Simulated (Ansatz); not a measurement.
`[OH][GaH][NH][InH2]` + H–F → `[OH][GaH][F]` + `[NH2][InH2]` at 700 K and 1 bar (ligand exchange at a Ga–N bond).

Isolated molecules relaxed with PBE0-D4/def2-TZVP in Ansatz; ΔE leaves out vibrations. CBS: MP2 limit from def2 TZ/QZ plus the TZ coupled-cluster correction, frozen cores. This one scheme is used for every species. Elements past krypton have def2 core potentials. For Ga, In outer-core shells are correlated without core-valence functions, which leaves a few kJ/mol of doubt a bond. Scalar relativity is left out up to krypton. Each species was taken in one conformer, which may not be the lowest.

| species | CCSD(T)/CBS energy (Eh) | H − E (kJ/mol) | S (J/(mol·K)) |
| --- | --- | --- | --- |
| `[OH][GaH][NH][InH2]` | -2246.67596 | 206.8 | 497.7 |
| H–F | -100.39570 | 45.2 | 198.5 |
| `[OH][GaH][F]` | -2100.17635 | 104.9 | 355.2 |
| `[NH2][InH2]` | -246.90424 | 144.8 | 352.6 |

H − E and S are ideal-gas, rigid-rotor, harmonic terms from PBE0-D4/def2-TZVP, for one conformer and one mirror image of each species. 1 Eh = 2625.50 kJ/mol, R = 8.31446 J/(mol·K).

**Question.** By hand: ΔE, ΔH, ΔS and ΔG.

**Answer.** ΔE = (-2100.17635) + (-246.90424) − (-2246.67596) − (-100.39570) = -0.00893 Eh = -23.4 kJ/mol. Δ(H − E) = 104.9 + 144.8 − 206.8 − 45.2 = -2.3, so ΔH = -25.7 kJ/mol. ΔS = 355.2 + 352.6 − 497.7 − 198.5 = 11.6 J/(mol·K). ΔG = -25.7 − 700 × (11.6)/1000 = -33.8 kJ/mol.

**Question.** By hand: the equilibrium constant, and the temperature at which ΔG would vanish if ΔH and ΔS stayed fixed.

**Answer.** log₁₀ K = −ΔG/(RT ln 10) = 2.5. ΔH and −TΔS have one sign here, so there is no such temperature.

The number of gas molecules stays the same, so ΔS is small and ΔH decides. A doubt of 5 kJ/mol in ΔE shifts log₁₀ K by 0.4 here. Other conformers and mirror images would add mixing entropy, several J/(mol·K) or more a flexible species. Modes under 60 cm⁻¹, often nearly free rotors, make the harmonic entropy too high. These are equilibria of isolated gas molecules and say nothing of rates. Largest T1 diagnostic: 0.016 (customary marks: 0.02 for closed shells, 0.045 for open ones).

ΔS is within the doubt of such terms, so its sign, and with it that verdict, could turn.
